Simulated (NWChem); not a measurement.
System: CH₄F₂O₂Si; SMILES O[Si](O)(F)CF

Here is an NWChem input.

```
start job
memory heap 200 mb stack 900 mb global 1100 mb
geometry units angstroms noautosym nocenter noautoz
  O     -1.231746     0.504958     1.120240
  Si     0.018568     0.392297     0.057214
  O      1.199781     1.433821     0.506249
  F     -0.556042     0.758976    -1.414242
  C      0.793218    -1.310950    -0.031616
  F     -0.193206    -2.240317    -0.313369
  H     -2.062855     0.084614     0.880596
  H      0.943664     2.319692     0.779518
  H      1.273675    -1.570555     0.927942
  H      1.573251    -1.359401    -0.811498
end
basis spherical
  * library 6-31g*
end
dft
  xc hfexch
  iterations 150
end
property
  efieldgrad
end
task dft property
```

Excerpt of the output:

```
             Northwest Computational Chemistry Package (NWChem) 7.3.0
             --------------------------------------------------------

                             Geometry "geometry" -> ""
                             -------------------------

 Output coordinates in angstroms (scale by  1.889725989 to convert to a.u.)

  No.       Tag          Charge          X              Y              Z
 ---- ---------------- ---------- -------------- -------------- --------------
    1 O                    8.0000    -1.23174600     0.50495800     1.12024000
    2 Si                  14.0000     0.01856800     0.39229700     0.05721400
    3 O                    8.0000     1.19978100     1.43382100     0.50624900
    4 F                    9.0000    -0.55604200     0.75897600    -1.41424200
    5 C                    6.0000     0.79321800    -1.31095000    -0.03161600
    6 F                    9.0000    -0.19320600    -2.24031700    -0.31336900
    7 H                    1.0000    -2.06285500     0.08461400     0.88059600
    8 H                    1.0000     0.94366400     2.31969200     0.77951800
    9 H                    1.0000     1.27367500    -1.57055500     0.92794200
   10 H                    1.0000     1.57325100    -1.35940100    -0.81149800

 Effective nuclear repulsion energy (a.u.)     337.0321073732

  xc_inp: hfexch multiplicative factor not found.
                              NWChem Property Module
                              ----------------------

  itol2e modified to match energy
  convergence criterion.

                                 NWChem DFT Module
                                 -----------------

 Summary of "ao basis" -> "ao basis" (spherical)
 ------------------------------------------------------------------------------
       Tag                 Description            Shells   Functions and Types
 ---------------- ------------------------------  ------  ---------------------
 O                           6-31g*                  6       14   3s2p1d
 Si                          6-31g*                  8       18   4s3p1d
 F                           6-31g*                  6       14   3s2p1d
 C                           6-31g*                  6       14   3s2p1d
 H                           6-31g*                  2        2   2s

  itol2e modified to match energy
  convergence criterion.

            General Information
            -------------------
          SCF calculation type: DFT
          Wavefunction type:  closed shell.
          No. of atoms     :    10
          No. of electrons :    58
           Alpha electrons :    29
            Beta electrons :    29
          Charge           :     0
          Spin multiplicity:     1
          Use of symmetry is: off; symmetry adaption is: off
          Maximum number of iterations: 150
          AO basis - number of functions:    96
                     number of shells:    46
          Convergence on energy requested:  1.00D-07
          Convergence on density requested:  1.00D-05
          Convergence on gradient requested:  5.00D-04

              XC Information
              --------------
                     Hartree-Fock (Exact) Exchange  1.000

      Superposition of Atomic Density Guess
      -------------------------------------

 Sum of atomic energies:        -676.72386034

      Non-variational initial energy
      ------------------------------

 Total energy =    -678.532463
 1-e energy   =   -1608.637151
 2-e energy   =     593.072580
 HOMO         =      -0.357874
 LUMO         =       0.059857

   convergence    iter        energy       DeltaE   RMS-Dens  Diis-err
 ---------------- ----- ----------------- --------- --------- ---------
 d= 0,ls=0.0,diis     1   -677.7385229969 -1.01D+03  7.92D-03  1.16D+00
 d= 0,ls=0.0,diis     2   -677.8326069034 -9.41D-02  2.73D-03  3.58D-01
 d= 0,ls=0.0,diis     3   -677.8641299775 -3.15D-02  7.60D-04  5.82D-03
 d= 0,ls=0.0,diis     4   -677.8650836872 -9.54D-04  1.57D-04  1.71D-04
 d= 0,ls=0.0,diis     5   -677.8651155547 -3.19D-05  3.96D-05  1.59D-05
  Resetting Diis
 d= 0,ls=0.0,diis     6   -677.8651181998 -2.65D-06  1.46D-05  1.97D-06
 d= 0,ls=0.0,diis     7   -677.8651185443 -3.44D-07  3.43D-06  1.36D-07
 d= 0,ls=0.0,diis     8   -677.8651185704 -2.61D-08  1.28D-06  3.40D-08

         Total DFT energy =     -677.865118570372
      One electron energy =    -1612.430151239546
           Coulomb energy =      661.414353612107
    Exchange-Corr. energy =      -63.881428316096
 Nuclear repulsion energy =      337.032107373163

 Numeric. integr. density =        0.000000000000

                       DFT Final Molecular Orbital Analysis
                       ------------------------------------

 Vector   27  Occ=2.000000D+00  E=-5.319813D-01
              MO Center=  6.4D-02,  9.4D-01,  6.7D-01, r^2= 2.6D+00
   Bfn.  Coefficient  Atom+Function         Bfn.  Coefficient  Atom+Function
  ----- ------------  ---------------      ----- ------------  ---------------
    37      0.416211   3 O  pz               41      0.335880   3 O  pz
     5     -0.281900   1 O  pz                4      0.264698   1 O  py
     9     -0.222033   1 O  pz                8      0.218928   1 O  py
    36     -0.153166   3 O  py               49      0.149887   4 F  px
    40     -0.130243   3 O  py                3     -0.123769   1 O  px

 Vector   28  Occ=2.000000D+00  E=-5.247565D-01
              MO Center=  6.0D-01, -1.1D+00,  9.6D-02, r^2= 3.1D+00
   Bfn.  Coefficient  Atom+Function         Bfn.  Coefficient  Atom+Function
  ----- ------------  ---------------      ----- ------------  ---------------
    79     -0.342026   6 F  pz               65      0.322843   5 C  pz
    83     -0.278026   6 F  pz               93      0.207713   9 H  s
    37     -0.204954   3 O  pz               94      0.189907   9 H  s
    95     -0.177842  10 H  s                96     -0.164549  10 H  s
    41     -0.162575   3 O  pz                4      0.154386   1 O  py

[...]

          -----------------------
          Electric field gradient
          -----------------------

 1 a.u. = 0.324123 10**(16) esu/cm**3  ( or statvolts/cm**2 ) = 0.97174 10**(22) v/m**2

 ------------------------------------------------------------
   Atom      X         Y         Z
 ------------------------------------------------------------
    1 O   -2.32766   0.95423   2.11695
 ------------------------------------------------------------

 Electric field gradient in molecular frame (a.u.)
         XX             YY             ZZ             XY             XZ             YZ
 ------------------------------------------------------------------------------------------
       -1.148345       0.658544       0.489802      -0.763152       0.086551      -0.321831

 Principal components (a.u.) and orientation
 of principal axis w.r.t. absolute frame                      Asymmetry parameter eta
 --------------------------------------------------------------------------------------
       -1.427989       1.114300       0.313689                       0.560656

        0.938258      -0.298242      -0.175283
        0.345583       0.830991       0.435920
        0.015649      -0.469580       0.882751

 ------------------------------------------------------------
   Atom      X         Y         Z
 ------------------------------------------------------------
    2 Si   0.03509   0.74133   0.10812
 ------------------------------------------------------------

 Electric field gradient in molecular frame (a.u.)
         XX             YY             ZZ             XY             XZ             YZ
 ------------------------------------------------------------------------------------------
        0.020472       0.321809      -0.342281      -0.159116      -0.098205       0.113654

 Principal components (a.u.) and orientation
 of principal axis w.r.t. absolute frame                      Asymmetry parameter eta
 --------------------------------------------------------------------------------------
        0.417428      -0.375337      -0.042092                       0.798328

       -0.404907       0.195789       0.893150
        0.895185      -0.114100       0.430841
        0.186263       0.973985      -0.129068

 ------------------------------------------------------------
   Atom      X         Y         Z
 ------------------------------------------------------------
    3 O    2.26726   2.70953   0.95667
 ------------------------------------------------------------

 Electric field gradient in molecular frame (a.u.)
         XX             YY             ZZ             XY             XZ             YZ
 ------------------------------------------------------------------------------------------
        0.337925      -1.181867       0.843942       0.044188      -0.082032      -0.760421

 Principal components (a.u.) and orientation
 of principal axis w.r.t. absolute frame                      Asymmetry parameter eta
 --------------------------------------------------------------------------------------
       -1.435683       1.108551       0.327132                       0.544284

       -0.009014      -0.118302       0.992937
        0.948674      -0.314932      -0.028910
        0.316128       0.941713       0.115069

 ------------------------------------------------------------
   Atom      X         Y         Z
 ------------------------------------------------------------
    4 F   -1.05077   1.43426  -2.67253
 ------------------------------------------------------------

 Electric field gradient in molecular frame (a.u.)
         XX             YY             ZZ             XY             XZ             YZ
 ------------------------------------------------------------------------------------------
        0.382747       0.487342      -0.870090       0.111710      -0.587755       0.369668

 Principal components (a.u.) and orientation
 of principal axis w.r.t. absolute frame                      Asymmetry parameter eta
 --------------------------------------------------------------------------------------
       -1.190932       0.632565       0.558367                       0.062303

        0.354915       0.776434       0.520755
       -0.223576      -0.470366       0.853680
        0.907772      -0.419412       0.006652

 ------------------------------------------------------------
   Atom      X         Y         Z
 ------------------------------------------------------------
    5 C    1.49896  -2.47734  -0.05975
 ------------------------------------------------------------

 Electric field gradient in molecular frame (a.u.)
         XX             YY             ZZ             XY             XZ             YZ
 ------------------------------------------------------------------------------------------
       -0.151398      -0.030564       0.181962      -0.434631      -0.115985      -0.104969

 Principal components (a.u.) and orientation
 of principal axis w.r.t. absolute frame                      Asymmetry parameter eta
 --------------------------------------------------------------------------------------
       -0.562644       0.347895       0.214749                       0.236643

        0.737662      -0.653535      -0.169547
        0.643115       0.756582      -0.118263
        0.205565      -0.021800       0.978401

 ------------------------------------------------------------
   Atom      X         Y         Z
 ------------------------------------------------------------
    6 F   -0.36511  -4.23359  -0.59218
 ------------------------------------------------------------

 Electric field gradient in molecular frame (a.u.)
         XX             YY             ZZ             XY             XZ             YZ
 ------------------------------------------------------------------------------------------
       -0.808688      -0.536129       1.344817      -2.149477      -0.655612      -0.618593

 Principal components (a.u.) and orientation
 of principal axis w.r.t. absolute frame                      Asymmetry parameter eta
 --------------------------------------------------------------------------------------
       -3.012658       1.531380       1.481277                       0.016631

        0.713945      -0.115993      -0.690527
        0.670259      -0.172091       0.721898
        0.202569       0.978228       0.045118

 ------------------------------------------------------------
   Atom      X         Y         Z
 ------------------------------------------------------------
    7 H   -3.89823   0.15990   1.66409
 ------------------------------------------------------------

 Electric field gradient in molecular frame (a.u.)
         XX             YY             ZZ             XY             XZ             YZ
 ------------------------------------------------------------------------------------------
       -0.304971       0.115057       0.189913      -0.276530      -0.146694      -0.089202

 Principal components (a.u.) and orientation
 of principal axis w.r.t. absolute frame                      Asymmetry parameter eta
 --------------------------------------------------------------------------------------
       -0.485534       0.259908       0.225625                       0.070609

        0.866150      -0.292195      -0.405470
        0.435278       0.839701       0.324708
        0.245596      -0.457738       0.854493

 ------------------------------------------------------------
   Atom      X         Y         Z
 ------------------------------------------------------------
    8 H    1.78327   4.38358   1.47308
 ------------------------------------------------------------

 Electric field gradient in molecular frame (a.u.)
         XX             YY             ZZ             XY             XZ             YZ
 ------------------------------------------------------------------------------------------
        0.177925      -0.375927       0.198002       0.173202       0.048987      -0.196845

 Principal components (a.u.) and orientation
 of principal axis w.r.t. absolute frame                      Asymmetry parameter eta
 --------------------------------------------------------------------------------------
       -0.485741       0.259601       0.226139                       0.068889

       -0.261692      -0.126693       0.956800
        0.922334      -0.324827       0.209254
        0.284283       0.937249       0.201858

 ------------------------------------------------------------
   Atom      X         Y         Z
 ------------------------------------------------------------
    9 H    2.40690  -2.96792   1.75356
 ------------------------------------------------------------

 Electric field gradient in molecular frame (a.u.)
         XX             YY             ZZ             XY             XZ             YZ
 ------------------------------------------------------------------------------------------
        0.059951       0.109315      -0.169266       0.032324      -0.157027       0.085612

 Principal components (a.u.) and orientation
 of principal axis w.r.t. absolute frame                      Asymmetry parameter eta
 --------------------------------------------------------------------------------------
       -0.270841       0.146041       0.124800                       0.078423

        0.435523       0.692849       0.574700
       -0.232853      -0.529989       0.815409
        0.869540      -0.488949      -0.069490

[...]
```

Level: Hartree-Fock/6-31G* (spherical d). Geometry: optimised at PBE0/def2-SVP. NWChem prints the field gradient with the sign opposite to the second derivative of the potential.
